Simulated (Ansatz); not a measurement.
Mulliken charges of `OC1[NH][GeH2][S]1` from PBE/def2-TZVPP in Ansatz (PBE0-D4/def2-TZVP geometry).

| atom | x (Å) | y (Å) | z (Å) | charge (e) |
| --- | --- | --- | --- | --- |
| O1 | 0.510 | 0.417 | 1.750 | -0.260 |
| C2 | -0.364 | 0.578 | 0.677 | 0.142 |
| N3 | -0.654 | -0.700 | 0.095 | -0.309 |
| Ge4 | 0.324 | -0.583 | -1.465 | 0.352 |
| S5 | 0.379 | 1.521 | -0.769 | -0.306 |
| H6 | 0.595 | 1.254 | 2.215 | 0.186 |
| H7 | -1.259 | 1.126 | 0.998 | 0.091 |
| H8 | -0.609 | -1.460 | 0.759 | 0.137 |
| H9 | -0.501 | -0.852 | -2.734 | -0.009 |
| H10 | 1.661 | -1.351 | -1.523 | -0.024 |

Q: By hand: the dipole of these point charges (1 e Å = 4.8032 D).

A: Σ q r = (-0.107, -0.305, -0.001) e Å, of length 0.323 e Å = 1.55 D.

Q: How does the dipole of the full density compare? (Estimate.)

A: Ansatz gave: (-0.038, -0.152, 0.163) e Å, 1.09 D; the point charges give 1.42 times that, at 47° from its direction.

Point charges leave out the atoms' own dipoles, such as those of lone pairs, and Mulliken's split depends on the basis, so the two needn't agree.
